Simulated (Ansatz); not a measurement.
Basis sets compared for [(OH)3Hf]2S (Hf2SO6H6). Charge 0, multiplicity 1. Geometry r2SCAN-D4/def2-SVP. Ansatz on 2 threads of AMD EPYC 7R13 on a shared host and a share (18 GiB) of an NVIDIA H100 80GB HBM3; times are rough, and most runs start from earlier orbitals.

Cartesian coordinates in Å:
```
Hf 1.413 1.419 -0.295
O 1.428 2.511 -1.885
O 3.020 1.587 0.762
O 0.909 -0.492 -0.693
S -0.587 1.647 0.991
Hf -1.093 -0.815 0.450
O -2.944 -0.753 0.992
O -0.273 -2.070 1.683
O -1.339 -1.589 -1.376
H 1.331 3.180 -2.563
H 3.700 1.666 1.431
H 0.763 -1.053 -1.472
H -3.825 -0.489 1.258
H -0.370 -2.707 2.394
H -2.134 -2.041 -1.679
```

In the def2 sets Hf takes a core potential; there is no spin–orbit coupling.

Binding counts from free atoms (Hf triplet, O triplet, S triplet, H doublet) in the same basis, without a counterpoise term.

```json
{"level": "PBE-D4/def2-SVP", "functions": "196", "energy (Eh)": "-948.6468", "HOMO (eV)": "-5.60", "LUMO (eV)": "-1.50", "binding per atom (eV)": "4.78", "wall time": "4.6 s"}
{"level": "PBE0-D4/def2-SVP", "functions": "196", "energy (Eh)": "-948.5996", "HOMO (eV)": "-6.83", "LUMO (eV)": "-0.76", "binding per atom (eV)": "4.60", "wall time": "7 s"}
```

(1) Estimate the rows for PBE-D4/def2-TZVP, PBE0-D4/def2-TZVP.

Answers

(1) 
```csv
level,functions,energy (Eh),HOMO (eV),LUMO (eV),binding per atom (eV),wall time
PBE-D4/def2-TZVP,339,-949.3540,-5.72,-1.59,4.75,12 s
PBE0-D4/def2-TZVP,339,-949.3063,-6.91,-0.81,4.59,11 s
```
